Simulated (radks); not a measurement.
Problem. All-electron atom: Se2+ in [Ar] 3d10 4s1.5 4p2 5s0.5 (fractional occupations, a model configuration). Method: scalar-relativistic Kohn-Sham, XLYP, spin-polarised, spherical densities, finite nucleus; open shells are filled with parallel spins first; Fermi nuclear charge, rms radius 4.14 fm; computed with a radial shooting solver on a logarithmic mesh with Libxc functionals. Some entries of the table are withheld. Estimate them.

| orbital | occ. | eigenvalue (hartree) | <1/r> (bohr^-1) | r(max) (bohr) |
|---|---|---|---|---|
| 1s up | 1 | -460.7103 | 34.56 | 0.02880 |
| 1s down | 1 | -460.7028 | 34.56 | 0.02880 |
| 2s up | 1 | -60.05361 | 7.632 | 0.1644 |
| 2s down | 1 | -60.04937 | 7.632 | 0.1645 |
| 2p up | 3 | -52.94926 | 7.476 | 0.1317 |
| 2p down | 3 | -52.94283 | 7.476 | 0.1317 |
| 3s up | 1 | -8.80528 | 2.489 | 0.5020 |
| 3s down | 1 | -8.79508 | 2.489 | 0.5021 |
| 3p up | 3 | -6.58406 | 2.337 | 0.4999 |
| 3p down | 3 | -6.57263 | 2.338 | 0.5001 |
| 3d up | 5 | -2.91627 | 2.034 | 0.4520 |
| 3d down | 5 | -2.90091 | 2.040 | 0.4519 |
| 4s up | 1 | -1.51428 | (1) | 1.460 |
| 4s down | 0.5 | -1.42485 | (2) | 1.449 |
| 4p up | 2 | -1.05232 | 0.6774 | 1.660 |
| 4p down | 0 | -0.96791 | 0.6658 | 1.664 |
| 5s up | 0.5 | -0.47299 | 0.3277 | 3.705 |
| 4d up | 0 | -0.47071 | 0.4397 | 2.434 |
| 5p up | 0 | -0.35893 | 0.2771 | 4.397 |

Solution. 
(1) 4s up <1/r> (bohr^-1): 0.7952
(2) 4s down <1/r> (bohr^-1): 0.7954
